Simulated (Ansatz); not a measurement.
Start from `[SH][Ge]([SH])([SH])[SH]` and change one element to get `S[Si](S)(S)S`.

Ansatz, PBE0-D4/def2-TZVP geometries, multiplicity 1. Each molecule was computed in one conformer, which needn't be the lowest.

Scalar relativity is left out up to krypton.

```csv
property,`[SH][Ge]([SH])([SH])[SH]`
"ideal-gas entropy at 298 K and 1 bar (rigid rotor, harmonic PBE0-D4/def2-TZVP) / J/(mol·K)",416
HOMO–LUMO gap (PBE/def2-TZVPP) / eV,4.14
LUMO energy (B3LYP/def2-TZVPP) / eV,-1.60
HOMO energy (ωB97M-V/def2-TZVPP) / eV,-9.78
LUMO energy (ωB97M-V/def2-TZVPP) / eV,0.64
size of the dipole moment (B3LYP/def2-TZVPP) / D,0.00
```

**Question.** What does the change do to each property? (An estimate is asked.)

**Answer.** Computed: 
| property | `S[Si](S)(S)S` | shift |
| --- | --- | --- |
| ideal-gas entropy at 298 K and 1 bar (rigid rotor, harmonic PBE0-D4/def2-TZVP) / J/(mol·K) | 393 | -23 |
| HOMO–LUMO gap (PBE/def2-TZVPP) / eV | 5.02 | 0.88 |
| LUMO energy (B3LYP/def2-TZVPP) / eV | -0.68 | 0.92 |
| HOMO energy (ωB97M-V/def2-TZVPP) / eV | -9.76 | 0.02 |
| LUMO energy (ωB97M-V/def2-TZVPP) / eV | 1.50 | 0.86 |
| size of the dipole moment (B3LYP/def2-TZVPP) / D | 0.00 | 0.00 |

B3LYP here is the variant with VWN-RPA as its local correlation; programs differ in this.
